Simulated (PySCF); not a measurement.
FIn, charge +1, doublet, geometry from GFN2-xTB (such geometries of metal compounds can be far from the true shape) (a state made from the parent by changing its charge; the spin is typed, not shown lowest) (all electrons, no relativity), with bond 2-1 at 1.6 times its length; M062X/STO-3G (PySCF).

PySCF was given this input:
```python
from pyscf import gto, scf, dft

mol = gto.M(
    atom='''
In   -0.000000   -0.000000   -0.354956
F     0.000000    0.000000    3.305031
''',
    basis='sto-3g',
    charge=1,
    spin=1,
    verbose=4,
)

mf = dft.UKS(mol)
mf.xc = 'm062x'
mf.level_shift = 0.3
mf.max_cycle = 100
mf.kernel()
mf.analyze()
```

**Question.** Write the output that PySCF gives for this input, abridged.

**Answer.** 
```
PySCF version 2.14.0

[INPUT] verbose = 4
[INPUT] num. atoms = 2
[INPUT] num. electrons = 57
[INPUT] charge = 1
[INPUT] spin (= nelec alpha-beta = 2S) = 1
[INPUT] symmetry False subgroup None
[INPUT] Mole.unit = angstrom
[INPUT] Symbol           X                Y                Z      unit          X                Y                Z       unit  Magmom
[INPUT]  1 In     0.000000000000   0.000000000000  -0.354956000000 AA    0.000000000000   0.000000000000  -0.670769626271 Bohr   0.0
[INPUT]  2 F      0.000000000000   0.000000000000   3.305031000000 AA    0.000000000000   0.000000000000   6.245603423197 Bohr   0.0

nuclear repulsion = 63.7617428738736
number of shells = 14
number of NR pGTOs = 96
number of NR cGTOs = 32
basis = sto-3g
ecp = {}

******** <class 'pyscf.dft.uks.UKS'> ********
method = UKS
initial guess = minao
damping factor = 0
level_shift factor = 0.3
DIIS = <class 'pyscf.scf.diis.CDIIS'>
diis_start_cycle = 1
diis_space = 8
diis_damp = 0
SCF conv_tol = 1e-09
SCF conv_tol_grad = None
SCF max_cycles = 100
direct_scf = True
direct_scf_tol = 1e-13
number electrons alpha = 29  beta = 28
XC library pyscf.dft.libxc version 7.1.2
    S. Lehtola, C. Steigemann, M. J. T. Oliveira, and M. A. L. Marques,  SoftwareX 7, 1–5 (2018)
XC functionals = m062x
    Y. Zhao and D. G. Truhlar,  Theor. Chem. Acc. 120, 215 (2008)
    Y. Zhao and D. G. Truhlar,  Theor. Chem. Acc. 120, 215 (2008)
radial grids:
    Treutler-Ahlrichs [JCP 102, 346 (1995); DOI:10.1063/1.469408] (M4) radial grids

becke partition: Becke, JCP 88, 2547 (1988); DOI:10.1063/1.454033
pruning grids: <function nwchem_prune>
grids dens level: 3
symmetrized grids: False
atomic radii adjust function: <function treutler_atomic_radii_adjust>
small_rho_cutoff = 0
Set gradient conv threshold to 3.16228e-05
tot grids = 36136
init E= -5767.78870112251

cycle= 1 E= -5783.1033846864  delta_E= -15.3  |g|= 0.171  |ddm|= 1.07
cycle= 2 E= -5783.11355706098  delta_E= -0.0102  |g|= 0.0214  |ddm|= 0.105
cycle= 3 E= -5783.11374246959  delta_E= -0.000185  |g|= 0.00249  |ddm|= 0.0154
cycle= 4 E= -5783.11374885686  delta_E= -6.39e-06  |g|= 0.000784  |ddm|= 0.0039
cycle= 5 E= -5783.1137505805  delta_E= -1.72e-06  |g|= 0.000437  |ddm|= 0.00231
cycle= 6 E= -5783.11375127127  delta_E= -6.91e-07  |g|= 0.000259  |ddm|= 0.00158
cycle= 7 E= -5783.11375162764  delta_E= -3.56e-07  |g|= 0.000185  |ddm|= 0.00125
cycle= 8 E= -5783.11375209034  delta_E= -4.63e-07  |g|= 0.000151  |ddm|= 0.00212
cycle= 9 E= -5783.11375274951  delta_E= -6.59e-07  |g|= 0.000132  |ddm|= 0.00345
cycle= 10 E= -5783.11375416511  delta_E= -1.42e-06  |g|= 0.000107  |ddm|= 0.00856
cycle= 11 E= -5783.11375623598  delta_E= -2.07e-06  |g|= 5e-05  |ddm|= 0.0193
cycle= 12 E= -5783.11375659903  delta_E= -3.63e-07  |g|= 2.74e-05  |ddm|= 0.00752
cycle= 13 E= -5783.11375669038  delta_E= -9.13e-08  |g|= 1.39e-05  |ddm|= 0.00407
cycle= 14 E= -5783.11375670628  delta_E= -1.59e-08  |g|= 7.45e-06  |ddm|= 0.00165
cycle= 15 E= -5783.11375670941  delta_E= -3.13e-09  |g|= 4.03e-06  |ddm|= 0.000729
cycle= 16 E= -5783.11375671  delta_E= -5.89e-10  |g|= 2.18e-06  |ddm|= 0.000304
Extra cycle  E= -5783.11375671002  delta_E= -2e-11  |g|= 9.7e-07  |ddm|= 1.2e-05
converged SCF energy = -5783.11375671002  <S^2> = 0.75021279  2S+1 = 2.0002128
**** SCF Summaries ****
Total Energy =                       -5783.113756710021335
Nuclear Repulsion Energy =              63.761742873873601
One-electron Energy =                -8121.961180331055402
Two-electron Energy =                 2275.085680747160040
Two-electron Coulomb Energy =         2442.250133600542995
DFT Exchange-Correlation Energy =     -167.164452853382926
**** MO energy ****
                             alpha | beta                alpha | beta
MO #1   energy= -980.537289922831  | -980.537291179617  occ= 1 | 1
MO #2   energy= -143.415292552439  | -143.415293294916  occ= 1 | 1
MO #3   energy= -136.133088054589  | -136.133088465979  occ= 1 | 1
MO #4   energy= -136.133087595973  | -136.13308806663   occ= 1 | 1
MO #5   energy= -136.13307785906   | -136.133080837968  occ= 1 | 1
MO #6   energy= -26.522369159699   | -26.5223707382105  occ= 1 | 1
MO #7   energy= -25.0780158906245  | -25.0716251170039  occ= 1 | 1
MO #8   energy= -23.8530598471674  | -23.8530604534996  occ= 1 | 1
MO #9   energy= -23.8530568628907  | -23.8530575744713  occ= 1 | 1
MO #10  energy= -23.853017818458   | -23.8530229751069  occ= 1 | 1
MO #11  energy= -16.1336001383347  | -16.1336004501314  occ= 1 | 1
MO #12  energy= -16.1336001067352  | -16.1336004182009  occ= 1 | 1
MO #13  energy= -16.1335704364094  | -16.1335718177742  occ= 1 | 1
MO #14  energy= -16.1335683891508  | -16.13356979584    occ= 1 | 1
MO #15  energy= -16.1335590589874  | -16.1335608136178  occ= 1 | 1
MO #16  energy= -4.01326762043231  | -4.01326858883406  occ= 1 | 1
MO #17  energy= -2.9342175466961   | -2.93421670173014  occ= 1 | 1
MO #18  energy= -2.93419634628837  | -2.93419570052346  occ= 1 | 1
MO #19  energy= -2.9340339040809   | -2.93404175274274  occ= 1 | 1
MO #20  energy= -1.34777872744846  | -1.23685069640179  occ= 1 | 1
MO #21  energy= -0.625528390058223 | -0.625527732955766 occ= 1 | 1
MO #22  energy= -0.625528136812903 | -0.625527477994664 occ= 1 | 1
MO #23  energy= -0.625408446343444 | -0.625408963345092 occ= 1 | 1
MO #24  energy= -0.625392202858192 | -0.625392746369423 occ= 1 | 1
MO #25  energy= -0.625352512217954 | -0.625353484647385 occ= 1 | 1
MO #26  energy= -0.56567790944448  | -0.492340279032166 occ= 1 | 1
MO #27  energy= -0.495884776434145 | -0.437457411946567 occ= 1 | 1
MO #28  energy= -0.480691508126207 | -0.437325903620356 occ= 1 | 1
MO #29  energy= -0.477684929442815 | -0.162160011842961 occ= 1 | 0
MO #30  energy= -0.162071896207183 | -0.161984435861777 occ= 0 | 0
MO #31  energy= -0.161924407836485 | -0.160798044404168 occ= 0 | 0
MO #32  energy= -0.160758584347905 | -0.0399270946741449 occ= 0 | 0

To work with the spin densities directly, `use mulliken_meta_spin()` only printing them here.

 ** Mulliken spin pop alpha/beta on meta-lowdin orthogonal AOs **
 ** Mulliken Spin Density (per AO)  **
spin_pop of  0 In 1s        0.00000
spin_pop of  0 In 2s        0.00000
spin_pop of  0 In 3s        0.00000
spin_pop of  0 In 4s        0.00000
spin_pop of  0 In 5s        0.00001
spin_pop of  0 In 2px       0.00000
spin_pop of  0 In 2py      -0.00000
spin_pop of  0 In 2pz      -0.00000
spin_pop of  0 In 3px       0.00000
spin_pop of  0 In 3py       0.00000
spin_pop of  0 In 3pz      -0.00000
spin_pop of  0 In 4px      -0.00000
spin_pop of  0 In 4py      -0.00000
spin_pop of  0 In 4pz      -0.00000
spin_pop of  0 In 5px       0.00002
spin_pop of  0 In 5py      -0.00002
spin_pop of  0 In 5pz      -0.00189
spin_pop of  0 In 3dxy      0.00000
spin_pop of  0 In 3dyz     -0.00000
spin_pop of  0 In 3dz^2     0.00000
spin_pop of  0 In 3dxz     -0.00000
spin_pop of  0 In 3dx2-y2   -0.00000
spin_pop of  0 In 4dxy      0.00000
spin_pop of  0 In 4dyz     -0.00000
spin_pop of  0 In 4dz^2     0.00000
spin_pop of  0 In 4dxz     -0.00000
spin_pop of  0 In 4dx2-y2    0.00000
spin_pop of  1 F 1s       -0.00000
spin_pop of  1 F 2s        0.00002
spin_pop of  1 F 2px       0.96480
spin_pop of  1 F 2py       0.03520
spin_pop of  1 F 2pz       0.00186
 ** Mulliken Spin Density (per atom)  **
spin density of  0 In =     -0.00188
spin density of  1 F =      1.00188
 ** Mulliken pop alpha/beta on meta-lowdin orthogonal AOs **
 ** Mulliken pop       alpha | beta **
pop of  0 In 1s        1.00000 | 1.00000
pop of  0 In 2s        1.00000 | 1.00000
pop of  0 In 3s        1.00000 | 1.00000
pop of  0 In 4s        1.00000 | 1.00000
pop of  0 In 5s        1.00000 | 0.99999
pop of  0 In 2px       1.00000 | 1.00000
pop of  0 In 2py       1.00000 | 1.00000
pop of  0 In 2pz       1.00000 | 1.00000
pop of  0 In 3px       0.99999 | 0.99999
pop of  0 In 3py       0.99999 | 0.99999
pop of  0 In 3pz       0.99999 | 0.99999
pop of  0 In 4px       0.99849 | 0.99849
pop of  0 In 4py       0.99849 | 0.99849
pop of  0 In 4pz       0.99850 | 0.99850
pop of  0 In 5px       0.00155 | 0.00153
pop of  0 In 5py       0.00157 | 0.00159
pop of  0 In 5pz       0.00500 | 0.00688
pop of  0 In 3dxy      1.00000 | 1.00000
pop of  0 In 3dyz      1.00000 | 1.00000
pop of  0 In 3dz^2     1.00000 | 1.00000
pop of  0 In 3dxz      1.00000 | 1.00000
pop of  0 In 3dx2-y2    1.00000 | 1.00000
pop of  0 In 4dxy      1.00000 | 1.00000
pop of  0 In 4dyz      1.00000 | 1.00000
pop of  0 In 4dz^2     1.00000 | 1.00000
pop of  0 In 4dxz      1.00000 | 1.00000
pop of  0 In 4dx2-y2    1.00000 | 1.00000
pop of  1 F 1s        1.00000 | 1.00000
pop of  1 F 2s        0.99990 | 0.99988
pop of  1 F 2px       0.99998 | 0.03518
pop of  1 F 2py       0.99996 | 0.96475
pop of  1 F 2pz       0.99662 | 0.99476
In total            29.00000 | 28.00000
 ** Mulliken atomic charges   ( Nelec_alpha | Nelec_beta ) **
charge of  0In =      0.99102  (    24.00355     24.00543 )
charge of  1F =      0.00898  (     4.99645      3.99457 )

WARN: System has nonzero charge 1; the dipole moment is origin-dependent.
Location of origin: [0. 0. 0.]

Dipole moment(X, Y, Z, Debye):  0.00000,  0.00000, -1.53481
```
